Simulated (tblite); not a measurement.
A geometry optimisation, step by step.

C3H14BP2 (charge +1).
Numbering: `[CH3:1][CH2:2][P@H+:3]([CH3:4])[BH2-:5][PH3+:6]` (hydrogens: H7, H8, H9 on C1; H10, H11 on C2; H12 on P3; H13, H14, H15 on C4; H16, H17 on B5; H18, H19, H20 on P6)

Computed with GFN2-xTB (tblite), gas phase: L-BFGS steps from a force-field or distance-geometry start until the largest atomic force falls under 0.01 eV/Å. 8 of its 208 geometries are shown.

Step 0: E = -528.3314 eV, largest atomic force 1.139 eV/Å
```
atom  x, y, z in Å  |  force x, y, z in eV/Å
C1     -1.873   -1.655   -0.174   -0.668  -0.674   0.610
C2     -1.636   -0.297   -0.806    0.410  -0.130   0.429
P3     -0.253    0.432    0.162   -0.410   0.473  -0.460
C4     -0.578    2.218    0.233   -0.466   0.622   0.548
B5      1.305   -0.006   -0.778   -0.007  -0.318  -1.031
P6      2.745   -0.464    0.327    0.552   0.185  -0.719
H7     -2.737   -2.132   -0.674    0.700  -0.097   0.233
H8     -0.948   -2.262   -0.244   -0.700   0.109  -0.119
H9     -2.133   -1.587    0.908    0.118   0.062  -0.709
H10    -1.256   -0.501   -1.826   -0.313   0.563   0.349
H11    -2.523    0.346   -0.798    0.176  -0.182  -0.100
H12    -0.228   -0.075    1.474   -0.502   0.230  -0.232
H13    -0.565    2.624   -0.787    0.167  -0.236   0.160
H14     0.204    2.730    0.828   -0.492  -0.220  -0.274
H15    -1.594    2.458    0.639    0.859  -0.291  -0.086
H16     1.569    0.889   -1.508    0.094   0.130   0.060
H17     1.055   -0.974   -1.441    0.007   0.068   0.092
H18     2.484   -0.237    1.683    0.676  -0.323  -0.280
H19     3.854    0.309   -0.108   -0.359  -0.695   0.828
H20     3.102   -1.806    0.067    0.156   0.723   0.699
```

Step 30: E = -528.9356 eV, largest atomic force 0.062 eV/Å
```
atom  x, y, z in Å  |  force x, y, z in eV/Å
C1     -1.958   -1.712   -0.177    0.005  -0.012  -0.014
C2     -1.740   -0.306   -0.731    0.025   0.047   0.015
P3     -0.260    0.453    0.034    0.055   0.017   0.023
C4     -0.582    2.237    0.190    0.001  -0.009   0.001
B5      1.375   -0.016   -0.901   -0.022  -0.007  -0.028
P6      2.827   -0.429    0.309    0.004  -0.002  -0.013
H7     -2.749   -2.217   -0.725   -0.026   0.012  -0.026
H8     -1.053   -2.309   -0.268    0.018  -0.026  -0.006
H9     -2.247   -1.675    0.872    0.025   0.005  -0.011
H10    -1.570   -0.336   -1.810    0.004  -0.021  -0.011
H11    -2.612    0.326   -0.549   -0.043   0.009   0.038
H12    -0.343    0.022    1.353   -0.009  -0.017   0.008
H13    -0.588    2.693   -0.800    0.004  -0.025   0.004
H14     0.199    2.709    0.787   -0.004  -0.014  -0.032
H15    -1.547    2.404    0.668    0.022   0.010  -0.007
H16     1.698    0.907   -1.570   -0.037   0.008   0.022
H17     1.167   -0.991   -1.541   -0.008   0.002   0.007
H18     2.699   -0.251    1.672   -0.020   0.029  -0.006
H19     4.011    0.235    0.083   -0.006  -0.017   0.015
H20     3.268   -1.734    0.282    0.012   0.010   0.019
```

Step 59: E = -528.9611 eV, largest atomic force 0.077 eV/Å
```
atom  x, y, z in Å  |  force x, y, z in eV/Å
C1     -1.967   -1.770   -0.289    0.002  -0.021  -0.009
C2     -1.796   -0.290   -0.627   -0.014  -0.015  -0.006
P3     -0.254    0.403    0.066   -0.019   0.048   0.015
C4     -0.489    2.203    0.145   -0.001   0.013   0.003
B5      1.363   -0.056   -0.901   -0.019   0.009   0.008
P6      2.799   -0.365    0.351    0.006  -0.012   0.020
H7     -2.840   -2.158   -0.806    0.002  -0.034   0.003
H8     -1.101   -2.351   -0.603   -0.011   0.023   0.000
H9     -2.118   -1.920    0.780    0.045   0.051  -0.036
H10    -1.742   -0.156   -1.713   -0.013   0.009   0.010
H11    -2.649    0.285   -0.256    0.026   0.009  -0.003
H12    -0.307    0.031    1.405   -0.003  -0.049  -0.007
H13    -0.591    2.581   -0.874    0.001   0.010   0.049
H14     0.384    2.669    0.604   -0.043   0.004  -0.025
H15    -1.380    2.462    0.717    0.027  -0.014  -0.025
H16     1.642    0.886   -1.564   -0.004  -0.009  -0.011
H17     1.199   -1.037   -1.540   -0.008  -0.016   0.026
H18     2.631    0.031    1.664    0.012   0.005  -0.011
H19     4.007    0.230    0.075    0.020  -0.011  -0.025
H20     3.203   -1.667    0.542   -0.006  -0.002   0.023
```

Step 89: E = -529.0024 eV, largest atomic force 0.134 eV/Å
```
atom  x, y, z in Å  |  force x, y, z in eV/Å
C1     -1.890   -1.776   -0.517   -0.011   0.001  -0.022
C2     -1.862   -0.252   -0.568    0.037   0.006   0.020
P3     -0.281    0.380    0.088    0.041   0.043   0.059
C4     -0.454    2.185    0.175    0.013   0.081   0.013
B5      1.316   -0.190   -0.837   -0.037   0.045  -0.030
P6      2.762   -0.281    0.424    0.110  -0.055   0.054
H7     -2.873   -2.145   -0.799    0.034   0.005  -0.012
H8     -1.156   -2.196   -1.203   -0.048  -0.020   0.017
H9     -1.667   -2.131    0.487   -0.035  -0.024   0.007
H10    -1.960    0.107   -1.597   -0.021  -0.025  -0.013
H11    -2.676    0.179    0.023   -0.013  -0.018  -0.010
H12    -0.331    0.027    1.430   -0.027  -0.101   0.040
H13    -0.671    2.573   -0.819   -0.037  -0.005  -0.054
H14     0.468    2.647    0.519    0.084  -0.019   0.038
H15    -1.257    2.460    0.855   -0.078   0.016  -0.016
H16     1.564    0.646   -1.637    0.046   0.020  -0.033
H17     1.181   -1.264   -1.313   -0.008  -0.016   0.015
H18     2.848    0.662    1.434    0.023  -0.037  -0.068
H19     4.019   -0.181   -0.128   -0.020  -0.001   0.024
H20     2.915   -1.442    1.161   -0.055   0.105  -0.029
```

Step 118: E = -529.0419 eV, largest atomic force 0.050 eV/Å
```
atom  x, y, z in Å  |  force x, y, z in eV/Å
C1     -1.897   -1.778   -0.562   -0.016  -0.002   0.016
C2     -1.833   -0.254   -0.584    0.020   0.003  -0.006
P3     -0.273    0.373    0.130    0.027   0.010   0.005
C4     -0.500    2.171    0.271    0.012   0.003  -0.004
B5      1.318   -0.169   -0.828   -0.001  -0.010   0.035
P6      2.813   -0.220    0.374    0.014   0.003  -0.023
H7     -2.872   -2.107   -0.911   -0.002  -0.030  -0.021
H8     -1.140   -2.213   -1.208   -0.004  -0.005  -0.001
H9     -1.754   -2.158    0.449   -0.006  -0.006   0.001
H10    -1.898    0.118   -1.612   -0.012  -0.009   0.013
H11    -2.665    0.171   -0.014   -0.002   0.014  -0.013
H12    -0.338   -0.061    1.450   -0.014  -0.017  -0.020
H13    -0.560    2.589   -0.735   -0.002   0.020   0.000
H14     0.343    2.628    0.786    0.006  -0.002   0.011
H15    -1.419    2.400    0.808    0.015   0.008   0.000
H16     1.527    0.614   -1.692    0.007  -0.010   0.022
H17     1.187   -1.280   -1.217   -0.034  -0.022  -0.029
H18     3.278    0.929    0.975    0.002   0.048   0.014
H19     3.979   -0.698   -0.179   -0.025   0.006   0.002
H20     2.700   -1.042    1.476    0.015  -0.005  -0.002
```

Step 148: E = -529.0501 eV, largest atomic force 0.050 eV/Å
```
atom  x, y, z in Å  |  force x, y, z in eV/Å
C1     -1.940   -1.772   -0.529    0.019   0.005   0.010
C2     -1.825   -0.254   -0.643    0.016  -0.001   0.021
P3     -0.284    0.353    0.130    0.016   0.009   0.002
C4     -0.476    2.154    0.321    0.000  -0.024   0.003
B5      1.304   -0.205   -0.818    0.015   0.006   0.000
P6      2.828   -0.183    0.345   -0.022   0.004   0.038
H7     -2.869   -2.109   -0.982    0.033   0.006   0.005
H8     -1.114   -2.268   -1.034   -0.047   0.012  -0.013
H9     -1.939   -2.080    0.516   -0.024  -0.004  -0.012
H10    -1.809    0.055   -1.693   -0.014  -0.011   0.007
H11    -2.674    0.233   -0.155   -0.009   0.003  -0.017
H12    -0.386   -0.116    1.435   -0.017  -0.002  -0.012
H13    -0.475    2.618   -0.666    0.007  -0.013  -0.004
H14     0.351    2.565    0.899   -0.012  -0.005  -0.008
H15    -1.415    2.387    0.821    0.022  -0.005   0.005
H16     1.500    0.556   -1.704   -0.015   0.023  -0.010
H17     1.170   -1.323   -1.189    0.008  -0.008   0.024
H18     3.246    1.001    0.920   -0.003  -0.017  -0.018
H19     3.993   -0.599   -0.252    0.032   0.004  -0.011
H20     2.810   -1.002    1.455   -0.003   0.018  -0.013
```

Step 177: E = -529.0610 eV, largest atomic force 0.041 eV/Å
```
atom  x, y, z in Å  |  force x, y, z in eV/Å
C1     -2.073   -1.742   -0.600   -0.002   0.021   0.008
C2     -1.818   -0.239   -0.693   -0.012  -0.002  -0.004
P3     -0.281    0.245    0.167   -0.009  -0.021  -0.015
C4     -0.391    2.042    0.423    0.001   0.002  -0.008
B5      1.309   -0.339   -0.750   -0.006  -0.003  -0.011
P6      2.872    0.001    0.306    0.026   0.005   0.031
H7     -3.002   -1.988   -1.108    0.003  -0.012  -0.005
H8     -1.272   -2.309   -1.067    0.008   0.010  -0.003
H9     -2.162   -2.054    0.439    0.001  -0.015  -0.002
H10    -1.722    0.068   -1.739    0.008  -0.003   0.007
H11    -2.653    0.315   -0.255   -0.006   0.009   0.011
H12    -0.460   -0.269    1.444    0.000  -0.008   0.008
H13    -0.396    2.535   -0.549    0.000   0.013  -0.009
H14     0.465    2.402    0.992    0.004   0.005   0.017
H15    -1.306    2.297    0.955   -0.007   0.012   0.000
H16     1.398    0.291   -1.751   -0.006  -0.008  -0.013
H17     1.256   -1.510   -0.931    0.004   0.013   0.006
H18     3.209    1.294    0.651   -0.011  -0.019  -0.019
H19     4.041   -0.410   -0.289    0.003   0.003   0.006
H20     2.982   -0.617    1.534    0.001  -0.001  -0.006
```

Step 207: E = -529.0649 eV, largest atomic force 0.009 eV/Å
```
atom  x, y, z in Å  |  force x, y, z in eV/Å
C1     -2.054   -1.734   -0.693    0.002  -0.004   0.000
C2     -1.850   -0.222   -0.650    0.002   0.002   0.006
P3     -0.291    0.222    0.192    0.004   0.002   0.002
C4     -0.348    2.023    0.451    0.001  -0.001   0.001
B5      1.286   -0.422   -0.712   -0.006  -0.003   0.002
P6      2.852    0.058    0.285    0.003  -0.001   0.004
H7     -2.997   -1.966   -1.181   -0.001  -0.001  -0.001
H8     -1.256   -2.220   -1.248   -0.005   0.000   0.000
H9     -2.083   -2.149    0.313    0.002  -0.002  -0.007
H10    -1.804    0.187   -1.665   -0.001  -0.002  -0.001
H11    -2.679    0.264   -0.127    0.001   0.003  -0.001
H12    -0.471   -0.287    1.472   -0.002   0.006  -0.003
H13    -0.285    2.524   -0.515   -0.003  -0.003  -0.004
H14     0.491    2.345    1.067   -0.001   0.000   0.007
H15    -1.278    2.311    0.940   -0.004   0.003  -0.006
H16     1.346    0.100   -1.775   -0.006  -0.001   0.005
H17     1.251   -1.605   -0.764    0.002   0.003   0.002
H18     3.191    1.388    0.418    0.004  -0.006   0.002
H19     4.024   -0.448   -0.226    0.004   0.003  -0.007
H20     2.950   -0.357    1.596    0.005   0.001   0.000
```

**Question.** Summarise the path.

**Answer.** The energy falls by 16.92 kcal/mol from step 0 to step 207; nine tenths of that is first reached at step 83. It falls at every step. The largest force goes from 1.139 to 0.009 eV/Å. Among the bonds P3–B5 changes most, from 1.872 to 1.928 Å; the atoms move by 0.911 Å rms after alignment.
